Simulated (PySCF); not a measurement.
Removing an electron from `O=C[SiH2]F`

Compound: CH₃FOSi.
Geometry (PBE0-D3(BJ)/def2-SVP, Å), atoms numbered from 1 in this order:
```xyz
7
CH3FOSi angstrom
O      1.854   -0.914   -0.085
C      1.171    0.082   -0.112
Si    -0.722   -0.141    0.121
F     -1.469    1.303    0.074
H      1.639    1.093   -0.267
H     -0.960   -0.766    1.449
H     -1.232   -0.988   -0.990
```

Level: B3LYP/def2-SVPD (PySCF). Frontier orbitals with their largest atomic shares (Löwdin; up to four atoms above 4 %):

| orbital | ε (eV) | main atoms |
| --- | --- | --- |
| HOMO−3 | -11.67 | O1 56 %, C2 30 %, F4 8 % |
| HOMO−2 | -11.28 | F4 29 %, Si3 19 %, O1 19 %, C2 14 % |
| HOMO−1 | -9.88 | Si3 33 %, H6 22 %, H7 22 %, F4 14 % |
| HOMO | -7.35 | ? |
| LUMO | -2.39 | C2 43 %, O1 34 %, Si3 13 %, H5 6 % |
| LUMO+1 | -0.50 | Si3 44 %, F4 13 %, H7 13 %, H6 13 % |
| LUMO+2 | 0.28 | Si3 35 %, C2 22 %, H7 11 %, H6 11 % |

What vertical ionisation energy does ΔSCF give, and how far is −ε(HOMO) from it?

ΔSCF: 10.03 eV (968 kJ/mol; threshold wavelength 124 nm); ⟨S²⟩ of the doublet left behind is 0.756, against 0.75 for a pure doublet. −ε(HOMO) is 7.35 eV, 2.68 eV below it. In exact Kohn–Sham theory the two would be equal; B3LYP (global hybrid, 20 % exact exchange) falls short of its own ΔSCF value by 27 %.

On which atoms does the HOMO lie?

O1 (carbonyl oxygen) 52 %, C2 (carbonyl carbon) 22 %, Si3 (fluorine-bound silicon) 11 %, H5 (formyl hydrogen) 10 %. The HOMO−1 lies 2.53 eV lower.

And the vertical electron affinity, the fundamental gap, Mulliken's electronegativity and the hardness (with the factor ½)?

EA = -0.03 eV by ΔSCF (−ε(LUMO) = 2.39 eV); a negative value means that the added electron isn't bound at this geometry and level, and the number then depends on the basis. IE − EA = 10.06 eV against an orbital gap of 4.96 eV; (IE + EA)/2 = 5.00 eV; (IE − EA)/2 = 5.03 eV.

Shift the occupied levels rigidly so that −ε(HOMO) equals the ΔSCF value. What binding energies result?

The shift is +2.68 eV: HOMO 10.03, HOMO−1 12.56, HOMO−2 13.96, HOMO−3 14.35 eV. A rigid shift is only a rough guide to the deeper ionisations.

The lowest singlet excitation (vertical TDDFT, same level) lies at 3.22 eV. How far is it below IE − EA?

IE − EA = 10.06 eV, so by 6.84 eV.

What total energies stand behind the ΔSCF value?

E(N) = -504.27767 Eh and E(N − 1) = -503.90893 Eh at the same geometry, 0.36874 Eh apart. With one more electron, E(N + 1) = -504.27673 Eh.

How many of the 10 lowest singlet excitations (vertical TDDFT, same level) lie below the ionisation energy?

All 10; they run from 3.22 to 8.65 eV.

The structure is a single PBE0-D3(BJ)/def2-SVP conformer in the gas phase; no vibrational or solvent corrections.
